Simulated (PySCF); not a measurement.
## Structure elucidation problem

Molecular formula: C7H8S. Simulated spectra:

1H NMR (500 MHz, computed): δ 7.58 (m, 2H), 7.58 (m, 2H), 7.50 (m, 1H), 3.64 (s, 2H), 1.73 (br s, 1H).

13C{1H} NMR (computed): δ 151.3, 135.5, 135.0, 133.5, 37.1.

Equivalent nuclei averaged, single conformer, no relativistic terms, no solvent model. B97-2/pcSseg-2 with gauge-including orbitals; PBE0-D3(BJ)/def2-TZVP geometry; PySCF 2.14.0 with density-fitted response routines.

δ = σ(ref) − σ, references computed at the same level: 1H (σref 31.64) and 13C (σref 185.38) vs TMS.

What is the structure?

Results:


- Rings plus π bonds: 4.
- 5 carbon signals for 7 carbons: some carbons are equivalent by symmetry or fast rotation.
- Carbon types of the structure: 1 × C, 5 × CH, 1 × CH2, leaving 1 H on heteroatoms.
- δC 151.3: substituted aromatic carbon.
- δC 135.5, 135.0, 133.5: aromatic CH; the aromatic region.
- δC 37.1: sp3 CH2 bonded to S, on an aromatic ring.
- δH 7.58, 7.58, 7.50: hydrogen on an aromatic CH; aromatic region.
- δH 3.64: hydrogen on an sp3 CH2 bonded to S, on an aromatic ring.
- δH 1.73: hydrogen on a thiol sulfur; labile proton, position sensitive to the medium.

These data were computed for SMILES SCc1ccccc1.

The shifts were computed for this structure.

OH and NH positions are those of a molecule without intermolecular hydrogen bonds; in solution they move with solvent, concentration and temperature, and exchange usually removes their couplings. Shifts are as computed. Against solution values, carbons near 30 ppm lie about +3 ppm off and those near 130 ppm about +7 ppm; carbons on S a further +4 ppm. Of 1309 compounds with measured shifts, 239 miss one by over three times the rms of a fit or turn the order of signals round; such compounds aren't used in these exercises. Multiplicities follow the n + 1 count of equivalent neighbours, as no J values were calculated; m marks all less simple cases, F and P coupling included.
